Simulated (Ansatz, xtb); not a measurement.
## C6H10O: which of two isomers lies lower

Structure X is `C[C@@H]1CC[C@H]1C=O`, a singlet and structure Y is `C[C@@H]1CC[C@@H]1C=O`, a singlet. Both are isolated molecules in the gas phase, relaxed with PBE0-D3(BJ)/def2-SVP; each stands in its lowest conformer found.

Q: Which of the two would you expect CCSD(T)/def2-SVP + ΔMP2/def2-TZVPP electronic energies to favour?

A: CCSD(T)/def2-SVP + ΔMP2/def2-TZVPP gives E(Y) − E(X) = +2.89 kJ/mol, slightly favouring structure X, which is too small a margin to settle the true order.

Level by level:

| level | geometry | E(Y) − E(X) (kJ/mol) | departure from the last row (kJ/mol) | job, with rough time for the two |
| --- | --- | --- | --- | --- |
| PBE0-D3(BJ)/def2-SVP | PBE0-D3(BJ)/def2-SVP | +3.16 | +0.27 | optimisation, 6.5 min |
| HF/def2-SVP | PBE0-D3(BJ)/def2-SVP | +6.15 | +3.26 | part of the CCSD(T) run |
| MP2/def2-SVP | PBE0-D3(BJ)/def2-SVP | +2.45 | −0.44 | part of the CCSD(T) run |
| CCSD(T)/def2-SVP | PBE0-D3(BJ)/def2-SVP | +3.04 | +0.15 | single point |
| CCSD(T)/def2-SVP + ΔMP2/def2-TZVPP | PBE0-D3(BJ)/def2-SVP | +2.89 |  | single point, 4.7 min |

As drawn, both hold the same kinds of bond in the same numbers.

The largest departure from CCSD(T)/def2-SVP + ΔMP2/def2-TZVPP is that of HF/def2-SVP, 3.26 kJ/mol. Levels run at GFN2-xTB geometries aren't shown. The last row adds to CCSD(T) the change of the MP2 difference between the two basis sets, here −0.15 kJ/mol.

With thermal terms from frequencies at re-optimised GFN2-xTB minima (ideal gas, soft modes damped towards free rotors, one conformer each, 298.15 K, 1 atm): the zero-point term adds +0.49 kJ/mol; ΔH is +3.14 and ΔG +4.07 kJ/mol.

The correlated steps freeze 7 core orbitals. Programs: Ansatz 0.2.0, xtb 6.7.1; the last row on 2 threads of Intel(R) Xeon(R) Processor @ 2.50GHz (Skylake/Cascade Lake) on a shared host.
